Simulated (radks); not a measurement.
Species: the lead ion Pb3+. Configuration: [Xe] 4f14 5d10 6s1.

Method: scalar-relativistic Kohn-Sham, PBE, spin-polarised, spherical densities, finite nucleus; open shells are filled with parallel spins first (spin-orbit coupling, left out, can overturn this in heavy ions); Fermi nuclear charge, rms radius 5.5012 fm; computed with a radial shooting solver on a logarithmic mesh with Libxc functionals.

Energy parts (hartree):
| part | energy |
|---|---|
| total | -20874.1423 |
| kinetic | 23576.1078 |
| electron-nucleus | -52019.5093 |
| Hartree | 7954.8056 |
| exchange-correlation | -385.5465 |

Orbitals (lengths in bohr, moments of r in powers of bohr; <r^-3> diverges for s and p1/2):
1s up: occ. 1; eigenvalue (hartree) -3237.727; <1/r> 101.3
1s down: occ. 1; eigenvalue (hartree) -3237.726; <1/r> 101.3
2s up: occ. 1; eigenvalue (hartree) -580.0245; <1/r> 23.79
2s down: occ. 1; eigenvalue (hartree) -580.0241; <1/r> 23.79
2p up: occ. 3; eigenvalue (hartree) -497.8940; <1/r> 20.91; <r^-3> 29550
2p down: occ. 3; eigenvalue (hartree) -497.8935; <1/r> 20.91; <r^-3> 29550
3s up: occ. 1; eigenvalue (hartree) -140.0436; <1/r> 8.818
3s down: occ. 1; eigenvalue (hartree) -140.0430; <1/r> 8.818
3p up: occ. 3; eigenvalue (hartree) -116.4790; <1/r> 7.979; <r^-3> 6856
3p down: occ. 3; eigenvalue (hartree) -116.4783; <1/r> 7.979; <r^-3> 6856
3d up: occ. 5; eigenvalue (hartree) -92.38484; <1/r> 7.488; <r^-3> 832.7
3d down: occ. 5; eigenvalue (hartree) -92.38429; <1/r> 7.488; <r^-3> 832.7
4s up: occ. 1; eigenvalue (hartree) -32.52224; <1/r> 3.797
4s down: occ. 1; eigenvalue (hartree) -32.52122; <1/r> 3.797
4p up: occ. 3; eigenvalue (hartree) -24.79554; <1/r> 3.414; <r^-3> 1686
4p down: occ. 3; eigenvalue (hartree) -24.79437; <1/r> 3.414; <r^-3> 1686
4d up: occ. 5; eigenvalue (hartree) -15.83411; <1/r> 3.069; <r^-3> 181.0
4d down: occ. 5; eigenvalue (hartree) -15.83274; <1/r> 3.069; <r^-3> 181.0
5s up: occ. 1; eigenvalue (hartree) -6.34741; <1/r> 1.597
5s down: occ. 1; eigenvalue (hartree) -6.34490; <1/r> 1.597
4f up: occ. 7; eigenvalue (hartree) -5.94067; <1/r> 2.676; <r^-3> 36.71
4f down: occ. 7; eigenvalue (hartree) -5.93914; <1/r> 2.676; <r^-3> 36.71
5p up: occ. 3; eigenvalue (hartree) -4.20879; <1/r> 1.365; <r^-3> 312.7
5p down: occ. 3; eigenvalue (hartree) -4.20460; <1/r> 1.367; <r^-3> 313.4
5d up: occ. 5; eigenvalue (hartree) -1.82328; <1/r> 1.021; <r^-3> 21.65
5d down: occ. 5; eigenvalue (hartree) -1.80919; <1/r> 1.027; <r^-3> 21.97
6s up: occ. 1; eigenvalue (hartree) -1.39437; <1/r> 0.6108
6s down: occ. 0; eigenvalue (hartree) -1.35769; <1/r> 0.6113

The highest occupied level is 6s up at -37.943 eV. The electron density at the nucleus is 2.955e+06 e/bohr^3 (large components only). For comparison, the ionisation energy in NIST's Atomic Spectra Database is 42.333 eV (measured). In exact Kohn-Sham theory the highest level is minus the ionisation energy, but local and semilocal functionals leave it too shallow, through self-interaction and a potential that decays too fast; potentials with the right tail come closer. The spin density at the nucleus is 331.4 e/bohr^3 (1s 1.0, 2s 0.4, 3s 0.1, 4s -0.1, 5s -0.3, 6s 330.3).
